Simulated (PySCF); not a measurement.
C4H9NSi. Atoms are numbered in the order given.

```xyz
15

C     -0.4954     3.6755     0.0000
C      0.0378     2.5875     0.0000
C      0.6520     1.2599     0.0000
C     -0.3720     0.1056     0.0000
Si     0.4267    -1.6145     0.0000
N     -0.6678    -2.9602     0.0000
H     -0.9620     4.6420     0.0000
H      1.3144     1.1747     0.8803
H      1.3144     1.1747    -0.8803
H     -1.0308     0.1946     0.8814
H     -1.0308     0.1946    -0.8814
H      1.2782    -1.7239    -1.2230
H      1.2782    -1.7239     1.2230
H     -1.1974    -3.1897     0.8354
H     -1.1974    -3.1897    -0.8354
```

Geometry: B3LYP-D3(BJ)/def2-SVP. This is a generated structure with no PubChem entry under its InChIKey; it may be hypothetical. The values are those of a single conformer.

Calculation: PySCF with PBE/pcSseg-1.

GIAO shieldings, no solvent; atoms alike by connectivity are averaged. δ = σ(ref) − σ: ¹³C against TMS (σ = 182.0 ppm); ²⁹Si against TMS (σ = 335.4 ppm); ¹⁵N against NH3 (σ = 267.0 ppm); ¹H against TMS (σ = 31.49 ppm), references at their B3LYP-D3(BJ)/def2-TZVP geometries, non-relativistic.

Computed chemical shifts:
| nucleus | atoms | count | δ (ppm) |
|---|---|---|---|
| ¹³C | C2 | 1 | 89.5 |
| ¹³C | C1 | 1 | 71.9 |
| ¹³C | C4 | 1 | 25.2 |
| ¹³C | C3 | 1 | 17.0 |
| ²⁹Si | Si5 | 1 | -26.3 |
| ¹⁵N | N6 | 1 | 15.8 |
| ¹H | H12, H13 | 2 | 4.90 |
| ¹H | H8, H9 | 2 | 2.31 |
| ¹H | H7 | 1 | 1.89 |
| ¹H | H10, H11 | 2 | 1.17 |
| ¹H | H14, H15 | 2 | 0.40 |
